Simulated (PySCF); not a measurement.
Circular dichroism: `C[C@@]1(C#N)CS[C@@H]1F`, C$_{5}$H$_{6}$FNS

Geometry:
| atom | x (Å) | y (Å) | z (Å) |
| --- | --- | --- | --- |
| C1 | 1.480 | -0.122 | 0.093 |
| C2 | -0.001 | 0.234 | -0.024 |
| C3 | -0.151 | 1.672 | -0.089 |
| N4 | -0.261 | 2.806 | -0.164 |
| C5 | -0.703 | -0.497 | -1.186 |
| S6 | -1.518 | -1.684 | -0.053 |
| C7 | -0.836 | -0.431 | 1.094 |
| F8 | -1.794 | 0.372 | 1.626 |
| H9 | 1.905 | 0.313 | 0.995 |
| H10 | 2.024 | 0.262 | -0.767 |
| H11 | 1.596 | -1.203 | 0.131 |
| H12 | -0.034 | -0.976 | -1.897 |
| H13 | -1.441 | 0.109 | -1.710 |
| H14 | -0.270 | -0.854 | 1.929 |

Computed, not measured: TDDFT BHandHLYP/def2-SVPD circular dichroism and optical rotation, one conformer, gas phase in PySCF 2.14.0. Geometry: GFN2-xTB.

States above about 8.6 eV (minus the energy of the highest occupied orbital) lie near or above the ionisation threshold and depend on the basis.

What are the CIP labels of the stereocentres?

C2 R, C7 S.

List the lowest 16 singlet excitations with oscillator and rotatory strengths.

Rotatory strengths R in 10⁻⁴⁰ esu² cm², velocity form and length form (origin at the centre of mass); f in length form.
```tsv
state	E (eV)	λ (nm)	f	R (velocity)	R (length)	main
1	5.00	248	0.0008	+5.9	+5.5	HOMO→LUMO 0.90
2	6.80	182	0.016	-16.6	-16.2	HOMO→LUMO+2 0.88
3	7.06	176	0.021	+21.1	+20.1	HOMO−1→LUMO 0.80
4	7.27	171	0.024	-16.7	-16.2	HOMO→LUMO+1 0.80
5	7.66	162	0.012	+6.4	+6.3	HOMO−3→LUMO 0.27
6	7.82	158	0.075	+34.4	+35.1	HOMO→LUMO+3 0.33, HOMO→LUMO+4 0.18
7	7.85	158	0.002	+5.1	+4.5	HOMO−2→LUMO 0.20, HOMO→LUMO+3 0.17
8	7.98	155	0.003	-4.8	-3.7	HOMO→LUMO+3 0.31, HOMO→LUMO+4 0.30
9	8.12	153	0.016	-9.0	-8.1	HOMO→LUMO+4 0.15, HOMO−2→LUMO+4 0.14
10	8.31	149	0.023	-8.3	-8.3	HOMO→LUMO+5 0.79
11	8.54	145	0.002	+7.4	+7.6	HOMO−4→LUMO 0.45, HOMO−1→LUMO+2 0.09
12	8.55	145	0.008	+16.5	+15.2	HOMO→LUMO+6 0.45, HOMO→LUMO+4 0.10
13	8.70	143	0.034	-15.6	-15.1	HOMO−1→LUMO+2 0.33, HOMO−1→LUMO+1 0.14
14	8.79	141	0.016	-10.5	-11.1	HOMO→LUMO+7 0.24, HOMO−1→LUMO+2 0.13
15	8.93	139	0.017	-12.1	-12.0	HOMO−1→LUMO+1 0.33, HOMO→LUMO+8 0.19
16	8.96	138	0.079	+17.8	+17.7	HOMO→LUMO+8 0.29, HOMO−1→LUMO+1 0.28
```

Among the states computed, the strongest CD band (largest |R|) is state 6. The largest dissymmetry factor in size, g = 4R/(D+G), with D and G the electric and magnetic dipole strengths, is +0.044 for state 11 (velocity form, f = 0.002), among bands with |R| over 0.5. The mirror image has the same energies and oscillator strengths and all R with the opposite sign.
